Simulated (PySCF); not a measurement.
HCl₃HfO, charge -1, doublet, geometry from GFN2-xTB (such geometries of metal compounds can be far from the true shape) (the multiplicity is a formal guess) (core potentials on Hf) (in this run its highest filled SCF level lies above zero, so its values depend strongly on the basis, on diffuse functions most of all); R2SCAN/def2-SVP (PySCF).

The PySCF input:
```python
from pyscf import gto, scf, dft

mol = gto.M(
    atom='''
Hf   -0.13728403    0.09893992    0.02964004
Cl    1.93657247    0.72050589   -0.74415034
Cl    0.44231920   -0.22902000    2.22945528
Cl   -0.79789979   -1.35116414   -1.66772843
O    -1.81935876    0.89921023    0.15511059
H    -2.43754201    0.29717480   -0.27376852
''',
    basis='def2-svp',
    ecp={'Hf': 'def2-svp'},
    charge=-1,
    spin=1,
    verbose=5,
)

mf = dft.UKS(mol)
mf.xc = 'r2scan'
mf.kernel()
```

It wrote (shortened):

```
PySCF version 2.14.0

[INPUT] verbose = 5
[INPUT] max_memory = 4000
[INPUT] num. atoms = 6
[INPUT] num. electrons = 73
[INPUT] charge = -1
[INPUT] spin (= nelec alpha-beta = 2S) = 1
[INPUT] symmetry False subgroup None
[INPUT] Mole.unit = angstrom
[INPUT] Symbol           X                Y                Z      unit          X                Y                Z       unit  Magmom
[...]
[INPUT] ---------------- BASIS SET ----------------
[INPUT] l, kappa, [nprim/nctr], expnt,             c_1 c_2 ...
[INPUT] Cl
[...]
                                1571.7365221      0.014754727977
                                357.12065523      0.066679112875
                                100.25185935      0.17228924084
                                30.812727554      0.158837861
[...]
                                5.7045760975      0.60841752753
                                2.3508376809      0.54352153355
[...]
                                72.102015515      -0.063563355471
                                22.532680262      -0.24016428276
                                7.8991765444      -0.47798866557
                                2.8767268321      -0.38515850005
[...]
[INPUT] H
[...]
                                1.9622572         0.13796524
                                0.44453796        0.47831935
[...]
[INPUT] O
[...]
                                340.87010191      -0.03989003923
                                77.363135167      -0.17853911985
                                21.47964494       -0.46427684959
                                6.6589433124      -0.44309745172
[...]
                                3.863550544       0.23094120765
                                1.0480920883      0.51375311064
[...]
[INPUT] Hf
[...]
                                11.547491         1.5261602829
[...]
                                5.959979          -0.837135086203
                                1.0921117054      0.505705062862
                                0.49702823217     0.519653886905
[...]
                                1.3077987772      0.18409232564
                                0.53272310298     0.414844235157
                                0.20564954488     0.442243034969
[...]
nuclear repulsion = 369.668825785704
number of shells = 45
number of NR pGTOs = 196
number of NR cGTOs = 105
basis = def2-svp
ecp = {'Hf': 'def2-svp'}

******** <class 'pyscf.dft.uks.UKS'> ********
method = UKS
initial guess = minao
damping factor = 0
level_shift factor = 0
DIIS = <class 'pyscf.scf.diis.CDIIS'>
diis_start_cycle = 1
diis_space = 8
diis_damp = 0
SCF conv_tol = 1e-09
SCF conv_tol_grad = None
SCF max_cycles = 50
direct_scf = True
direct_scf_tol = 1e-13
number electrons alpha = 37  beta = 36
XC library pyscf.dft.libxc version 7.1.2
    S. Lehtola, C. Steigemann, M. J. T. Oliveira, and M. A. L. Marques,  SoftwareX 7, 1–5 (2018)
XC functionals = r2scan
    J. W. Furness, A. D. Kaplan, J. Ning, J. P. Perdew, and J. Sun,  J. Phys. Chem. Lett. 11, 8208–8215 (2020)
    J. W. Furness, A. D. Kaplan, J. Ning, J. P. Perdew, and J. Sun,  J. Phys. Chem. Lett. 11, 9248–9248 (2020)
    J. W. Furness, A. D. Kaplan, J. Ning, J. P. Perdew, and J. Sun,  J. Phys. Chem. Lett. 11, 8208–8215 (2020)
    J. W. Furness, A. D. Kaplan, J. Ning, J. P. Perdew, and J. Sun,  J. Phys. Chem. Lett. 11, 9248–9248 (2020)
radial grids:
    Treutler-Ahlrichs [JCP 102, 346 (1995); DOI:10.1063/1.469408] (M4) radial grids

becke partition: Becke, JCP 88, 2547 (1988); DOI:10.1063/1.454033
pruning grids: <function nwchem_prune>
grids dens level: 3
symmetrized grids: False
atomic radii adjust function: <function treutler_atomic_radii_adjust>
small_rho_cutoff = 0
Set gradient conv threshold to 3.16228e-05
Density of valence part of ANO basis will be used as initial guess for Hf
atom Hf rad-grids = 100, ang-grids = [ 50  50  50  50  50  50  50  50  50  50  50  50  50  50  50  50  50  50
  50  50  50  50  50  50  50  50  50  50  50  50  86  86  86  86  86  86
  86  86  86  86  86  86  86  86  86  86 350 350 350 350 350 350 350 350
 350 350 350 434 434 434 434 434 434 434 434 434 434 434 434 434 434 434
 434 434 434 434 434 434 434 434 434 350 350 350 350 350 350 350 350 350
 350 350 350 350 350 350 350 350 350 350]
atom Cl rad-grids = 80, ang-grids = [ 50  50  50  50  50  50  50  50  50  50  50  50  50  50  50  50  50  50
  50  50  50  50  50  50  86  86  86  86  86  86  86  86  86  86  86  86
  86 350 350 350 350 350 350 350 350 350 434 434 434 434 434 434 434 434
 434 434 434 434 434 434 434 434 434 434 350 350 350 350 350 350 350 350
 350 350 350 350 350 350 350 350]
atom O rad-grids = 75, ang-grids = [ 50  50  50  50  50  50  50  50  50  50  50  50  50  50  50  50  50  50
  50  50  50  50  50  86  86  86  86  86  86  86  86  86 266 266 266 266
 266 266 266 302 302 302 302 302 302 302 302 302 302 302 302 302 302 302
 302 302 302 302 302 266 266 266 266 266 266 266 266 266 266 266 266 266
 266 266 266]
atom H rad-grids = 50, ang-grids = [ 50  50  50  50  50  50  50  50  50  50  50  50  50  50  50  86  86  86
  86 266 266 266 266 266 302 302 302 302 302 302 302 302 302 302 302 302
 302 266 266 266 266 266 266 266 266 266 266 266 266 266]
tot_boxes 3120, boxes in each direction [14 11 13]
Padding 6 grids
tot grids = 104328
nelec by numeric integration = [35.67046173 35.67046173]
E1 = -2797.8340354986994  E2 = 936.5134291432353  Ecoul = 1035.391990145863  Exc = -98.87856100262779
init E= -1491.65178056976
cond(S) = 459.5188237280955

  alpha mo_energy =
[-1.01373263e+02 -1.01372821e+02 -1.01369688e+02 -1.93856896e+01
 -9.59370050e+00 -9.59332672e+00 -9.59004276e+00 -7.33777574e+00
 -7.33741060e+00 -7.33454194e+00 -7.33453036e+00 -7.33415699e+00
 -7.33414123e+00 -7.33400759e+00 -7.33097655e+00 -7.33096152e+00
 -2.84631521e+00 -1.71003591e+00 -1.69189018e+00 -1.68203515e+00
 -1.25794252e+00 -9.99415068e-01 -9.89692324e-01 -9.82556703e-01
 -7.74262697e-01 -6.70056168e-01 -6.52894677e-01 -5.92256867e-01
[...]
  1.89455380e+00  2.42002098e+00  2.96950808e+00  3.13562292e+00
  3.15938919e+00  3.23403285e+00  3.92790224e+00  7.24507487e+01
  7.07235133e+02]
  beta  mo_energy =
[-1.00978307e+02 -1.00975756e+02 -1.00971183e+02 -1.87918938e+01
 -9.18052145e+00 -9.17830642e+00 -9.17404304e+00 -6.92569439e+00
 -6.92393834e+00 -6.92354340e+00 -6.92347884e+00 -6.92166859e+00
 -6.92140884e+00 -6.91892394e+00 -6.91753855e+00 -6.91716869e+00
 -2.22410142e+00 -1.10704222e+00 -1.09459852e+00 -1.07058096e+00
 -7.54143194e-01 -5.90168683e-01 -5.77638881e-01 -5.76487682e-01
 -2.86886840e-01 -1.88766719e-01 -1.79684232e-01 -1.68331435e-01
 -1.56422377e-01 -1.45842382e-01 -1.39839306e-01 -1.37088923e-01
 -1.35008721e-01 -1.22522995e-01 -1.18162193e-01 -1.12916440e-01
  1.21838992e-01  1.50002565e-01  1.56831847e-01  1.78068191e-01
  1.78854107e-01  1.84494573e-01  2.05470377e-01  2.11916768e-01
  2.45217567e-01  2.87822560e-01  3.44648966e-01  3.47134332e-01
  3.60349117e-01  3.80038895e-01  3.99190771e-01  4.29060385e-01
  6.49118591e-01  6.70712896e-01  7.01212393e-01  7.15594923e-01
  7.49936356e-01  7.55064167e-01  7.86758061e-01  8.07303518e-01
  8.21907634e-01  8.36825833e-01  8.38625721e-01  8.52735306e-01
  8.78421020e-01  9.24050978e-01  9.29564838e-01  9.31094015e-01
  9.33347607e-01  9.44846028e-01  9.52786349e-01  9.75803234e-01
  9.99487055e-01  1.00791036e+00  1.07075031e+00  1.07780751e+00
  1.08815955e+00  1.12325582e+00  1.17342601e+00  1.19257483e+00
  1.20509373e+00  1.23564757e+00  1.26581103e+00  1.28978829e+00
  1.30169955e+00  1.31854023e+00  1.35285042e+00  1.36514471e+00
  1.41172931e+00  1.41761330e+00  1.45694034e+00  1.53077406e+00
  1.61184413e+00  1.65506091e+00  1.75634072e+00  1.80951233e+00
  1.90126258e+00  2.42586584e+00  2.97236761e+00  3.13766820e+00
  3.16218695e+00  3.23723593e+00  3.93205456e+00  7.24898974e+01
  7.07238944e+02]
multiplicity <S^2> = 0.75217413  2S+1 = 2.002173
nelec by numeric integration = [37.00000059 35.99999866]
E1 = -2841.2932203039677  E2 = 967.4536238945316  Ecoul = 1067.4839762293225  Exc = -100.03035233479096
cycle= 13 E= -1504.17077062373  delta_E= -4.12e-10  |g|= 9.33e-06  |ddm|= 7.61e-05
  alpha mo_energy =
[-1.00978586e+02 -1.00975862e+02 -1.00971393e+02 -1.87920587e+01
 -9.18072758e+00 -9.17839579e+00 -9.17420358e+00 -6.92592012e+00
 -6.92415322e+00 -6.92408395e+00 -6.92353070e+00 -6.92193588e+00
 -6.92149252e+00 -6.91918872e+00 -6.91767562e+00 -6.91751307e+00
 -2.23575354e+00 -1.11500930e+00 -1.10508290e+00 -1.09765613e+00
 -7.55015851e-01 -5.91369380e-01 -5.78867567e-01 -5.77476752e-01
 -2.88595792e-01 -1.90810372e-01 -1.82015097e-01 -1.69464453e-01
 -1.58112384e-01 -1.48074293e-01 -1.43987431e-01 -1.40523456e-01
 -1.36519126e-01 -1.23280583e-01 -1.19037583e-01 -1.13319865e-01
  5.85800906e-02  1.37901559e-01  1.42951954e-01  1.55032878e-01
  1.59367301e-01  1.70038848e-01  1.92248360e-01  2.03460821e-01
  2.35634007e-01  2.78402417e-01  3.32740729e-01  3.37593303e-01
  3.47875452e-01  3.61685544e-01  3.89708983e-01  4.21178100e-01
  6.36196382e-01  6.62633589e-01  6.78834868e-01  7.07888350e-01
  7.41912780e-01  7.48527156e-01  7.78643494e-01  7.95789853e-01
  8.00433186e-01  8.28321987e-01  8.36360170e-01  8.49115343e-01
  8.72248799e-01  9.22679884e-01  9.27688844e-01  9.28313278e-01
  9.31319714e-01  9.42610896e-01  9.49697312e-01  9.65008251e-01
  9.94823057e-01  1.00577597e+00  1.05705613e+00  1.07078810e+00
  1.08372725e+00  1.11939443e+00  1.16953165e+00  1.18942115e+00
  1.19889859e+00  1.23270793e+00  1.25872130e+00  1.28292492e+00
  1.29261847e+00  1.31251536e+00  1.34645843e+00  1.35057566e+00
  1.40786650e+00  1.40833006e+00  1.44963023e+00  1.52461892e+00
  1.60383559e+00  1.64907155e+00  1.74974598e+00  1.80256749e+00
  1.89455275e+00  2.42002059e+00  2.96950634e+00  3.13562166e+00
  3.15938742e+00  3.23403090e+00  3.92790095e+00  7.24507426e+01
  7.07235126e+02]
  beta  mo_energy =
[-1.00978314e+02 -1.00975748e+02 -1.00971187e+02 -1.87918946e+01
 -9.18052791e+00 -9.17829940e+00 -9.17404653e+00 -6.92570097e+00
 -6.92394490e+00 -6.92354999e+00 -6.92347170e+00 -6.92166141e+00
 -6.92140165e+00 -6.91892749e+00 -6.91754211e+00 -6.91717224e+00
 -2.22410804e+00 -1.10704805e+00 -1.09460441e+00 -1.07058752e+00
 -7.54144676e-01 -5.90169927e-01 -5.77640970e-01 -5.76487681e-01
 -2.86888758e-01 -1.88768096e-01 -1.79686053e-01 -1.68332675e-01
 -1.56423469e-01 -1.45844309e-01 -1.39840626e-01 -1.37089460e-01
 -1.35010231e-01 -1.22523538e-01 -1.18164148e-01 -1.12916595e-01
  1.21836406e-01  1.49998793e-01  1.56828040e-01  1.78066652e-01
  1.78852636e-01  1.84492045e-01  2.05469365e-01  2.11914543e-01
  2.45214711e-01  2.87821792e-01  3.44647046e-01  3.47132702e-01
  3.60347200e-01  3.80037127e-01  3.99188254e-01  4.29059251e-01
  6.49116474e-01  6.70710419e-01  7.01210490e-01  7.15593529e-01
  7.49934033e-01  7.55062287e-01  7.86756465e-01  8.07301296e-01
  8.21905951e-01  8.36822987e-01  8.38624582e-01  8.52735492e-01
  8.78419127e-01  9.24050263e-01  9.29563226e-01  9.31092780e-01
  9.33347620e-01  9.44844388e-01  9.52786174e-01  9.75802266e-01
  9.99485004e-01  1.00790928e+00  1.07074843e+00  1.07780591e+00
  1.08815840e+00  1.12325478e+00  1.17342453e+00  1.19257381e+00
  1.20509280e+00  1.23564618e+00  1.26580896e+00  1.28978695e+00
  1.30169727e+00  1.31853782e+00  1.35284856e+00  1.36514305e+00
  1.41172840e+00  1.41761082e+00  1.45693704e+00  1.53077137e+00
  1.61184269e+00  1.65505914e+00  1.75633851e+00  1.80951007e+00
  1.90126077e+00  2.42586472e+00  2.97236596e+00  3.13766682e+00
  3.16218520e+00  3.23723417e+00  3.93205322e+00  7.24898899e+01
  7.07238936e+02]
multiplicity <S^2> = 0.75217407  2S+1 = 2.0021729
nelec by numeric integration = [37.00000059 35.99999866]
E1 = -2841.293308617528  E2 = 967.4537122081375  Ecoul = 1067.4840650239444  Exc = -100.03035281580686
Extra cycle  E= -1504.17077062369  delta_E= 4.55e-11  |g|= 1.38e-05  |ddm|= 3.69e-05
converged SCF energy = -1504.17077062369  <S^2> = 0.75217407  2S+1 = 2.0021729
```
